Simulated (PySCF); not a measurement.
A calculated (LDA, PySCF 2.14, aug-cc-pVQZ, the non-relativistic Hamiltonian (point nucleus)) atom or ion has these occupied shells.

```
shell  electrons  orbital energy (eV)  rms radius, mean of both spins (bohr)
 1s α          1              -6352.6                                 0.0713
 1s β          1              -6352.6                                 0.0713
 2s α          1              -723.91                                  0.307
 2s β          1              -722.68                                  0.307
 2p α          3              -620.55                                  0.275
 2p β          3              -619.60                                  0.275
 3s α          1              -77.907                                  0.935
 3s β          1              -75.165                                  0.935
 3p α          3              -48.551                                   1.00
 3p β          3              -45.861                                   1.00
 3d α          5               -2.670                                   2.04
 3d β          2               -0.819                                   2.04
```

**Question.** Name the element and its charge.

**Answer.** Mn (manganese, neutral), in [Ar] 3d7, high-spin 4F determinant (an excited configuration).
